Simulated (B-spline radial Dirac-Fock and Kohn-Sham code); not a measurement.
Scattering functions of Ge⁹⁺

System: the Ge⁹⁺ ion, 1s2 2s2 2p6 3s2 3p6 3d5.

The run's input, task.json:

```json
{"items": [{
  "Z": 32,
  "q": 9,
  "cfg": [[1, 0, 2], [2, 0, 2], [2, 1, 6], [3, 0, 2], [3, 1, 6], [3, 2, 5]],
  "A": 74,
  "rrms": 4.0742,
  "do": ["scatter"],
  "s": [0.0, 0.05, 0.1, 0.15, 0.2, 0.25, 0.3, 0.35, 0.4, 0.45, 0.5, 0.6, 0.7, 0.8, 0.9, 1.0, 1.1, 1.2, 1.4, 1.6, 1.8, 2.0, 2.5, 3.0, 3.5, 4.0, 5.0, 6.0],
  "pz": [0, 0.1, 0.2, 0.3, 0.4, 0.5, 0.6, 0.8, 1.0, 1.2, 1.4, 1.6, 1.8, 2.0, 2.5, 3.0, 4.0, 5.0, 7.0, 10.0, 15.0, 20.0, 30.0, 40.0, 60.0, 100.0],
  "hv_scatter": [1000, 2000, 10000, 17479.3, 30000, 50000, 200000, 1000000]
}]}
```

Run with: `python xray_run.py task.json out`

Calculated with a radial atomic solver, using Dirac-Fock orbitals of the configuration average with a finite nucleus. f₀ is the Fourier transform of the spherical electron density, S the Waller-Hartree incoherent function, and s = sin θ/λ.

```csv
s (Å⁻¹),f₀,S
0,23.000,0.000
0.05,22.895,0.100
0.1,22.586,0.395
0.15,22.085,0.867
0.2,21.413,1.489
0.25,20.597,2.228
0.3,19.668,3.051
0.35,18.658,3.923
0.4,17.599,4.816
0.45,16.523,5.706
0.5,15.455,6.575
0.6,13.434,8.205
0.7,11.660,9.656
0.8,10.188,10.922
0.9,9.017,12.018
1,8.111,12.963
1.1,7.419,13.780
1.2,6.886,14.491
1.4,6.117,15.668
1.6,5.535,16.620
1.8,5.010,17.423
2,4.501,18.114
2.5,3.334,19.444
3,2.457,20.322
3.5,1.891,20.899
4,1.551,21.298
5,1.212,21.835
6,1.029,22.201
```

f₀ starts at the number of electrons, 23, and has fallen to half at s ≈ 0.71 Å⁻¹. The sum of ⟨r²⟩ over the electrons is 5.701 bohr².
